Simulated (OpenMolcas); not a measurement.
A run on Ni2+ among 4 point charges of -2.5 e arranged as a tetrahedron (Td), 2.12 Å from the ion.

| Property | Result |
| --- | --- |
| Program | OpenMolcas |
| Method | CASSCF |
| Basis | ANO-RCC-VDZP [5s4p2d1f] |
| Scalar Hamiltonian | DKH2, point nucleus |
| Active space | 8 electrons in 5 orbitals (3d) |
| State averaging | 2S+1 = 3 even, 10 roots; 2S+1 = 1 even, 15 roots |
| Spin-orbit coupling | state interaction with AMFI integrals over the reference wave functions |

34 basis functions. Blocks (2S+1, parity, CSFs, roots kept): 3, even, 10, 10; 1, even, 15, 15.

Q: How long do the RASSCF and RASSI steps take on 1 thread of Intel(R) Xeon(R) Platinum 8375C CPU @ 2.90GHz (Ice Lake), with other jobs on the host?

A: About 6 s of wall time, without the integral step.
